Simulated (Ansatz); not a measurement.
`F[SiH2]B[SiH3]` + HCl → `[SiH3]Cl` + `B[SiH2]F` at 298.15 K and 1 bar (cleavage of the Si–B bond).

Isolated molecules relaxed with PBE0-D4/def2-TZVP in Ansatz; ΔE leaves out vibrations. CCSD(T)/CBS is the MP2 limit (def2-TZVPP, def2-QZVPP) plus CCSD(T) − MP2 in def2-TZVPP, frozen cores. This one scheme is used for every species. Each species was taken in one conformer, which may not be the lowest.

```csv
species,CCSD(T)/CBS energy (Eh),H − E (kJ/mol),S (J/(mol·K))
`F[SiH2]B[SiH3]`,-706.36214,168.5,356.5
HCl,-460.38127,26.6,186.8
`[SiH3]Cl`,-750.69636,80.1,250.8
`B[SiH2]F`,-416.08532,118.3,289.1
```

H − E and S are ideal-gas, rigid-rotor, harmonic terms from PBE0-D4/def2-TZVP, for one conformer and one mirror image of each species. 1 Eh = 2625.50 kJ/mol, R = 8.31446 J/(mol·K).

By hand: ΔE, ΔH, ΔS and ΔG.

ΔE = (-750.69636) + (-416.08532) − (-706.36214) − (-460.38127) = -0.03827 Eh = -100.5 kJ/mol. Δ(H − E) = 80.1 + 118.3 − 168.5 − 26.6 = 3.3, so ΔH = -97.2 kJ/mol. ΔS = 250.8 + 289.1 − 356.5 − 186.8 = -3.4 J/(mol·K). ΔG = -97.2 − 298.15 × (-3.4)/1000 = -96.2 kJ/mol.

By hand: the equilibrium constant, and the temperature at which ΔG would vanish if ΔH and ΔS stayed fixed.

log₁₀ K = −ΔG/(RT ln 10) = 16.9. ΔG = 0 at ΔH/ΔS = 28588 K, far beyond where these terms or the molecules hold.

The number of gas molecules stays the same, so ΔS is small and ΔH decides. A doubt of 5 kJ/mol in ΔE shifts log₁₀ K by 0.9 here. Other conformers and mirror images would add mixing entropy, several J/(mol·K) or more a flexible species. Modes under 60 cm⁻¹, often nearly free rotors, make the harmonic entropy too high. These are equilibria of isolated gas molecules and say nothing of rates. Largest T1 diagnostic: 0.013 (customary marks: 0.02 for closed shells, 0.045 for open ones).
